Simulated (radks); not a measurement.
Values are calculated unless marked as measured or tabulated.
Rb IV, 34 electrons, occupied as [Ar] 3d10 4p4 5p2 (not the ground configuration). Level of theory: Dirac Kohn-Sham, PBEsol, spin-unpolarised, spherical densities, finite nucleus; open shells are shared between the two j in proportion to 2j + 1; Fermi nuclear charge, rms radius 4.2036 fm (a radial shooting solver on a logarithmic mesh with Libxc functionals).

Spin-orbit splittings of the eigenvalues, e(l+1/2) - e(l-1/2), with zeta = 2 splitting/(2l+1) and mean radii in bohr:

| shell | occ. | splitting (eV) | zeta (eV) | <r> j=l-1/2 | <r> j=l+1/2 |
|---|---|---|---|---|---|
| 2p | 6 | 60.74 | 40.49 | 0.1523 | 0.1564 |
| 3p | 6 | 9.169 | 6.113 | 0.5106 | 0.5210 |
| 3d | 10 | 1.567 | 0.6269 | 0.5189 | 0.5225 |
| 4p | 4 | 1.277 | 0.8515 | 1.463 | 1.486 |
| 4d | 0 | 0.1504 | 0.06016 | 1.915 | 1.923 |
| 5p | 2 | 0.2876 | 0.1918 | 3.337 | 3.374 |
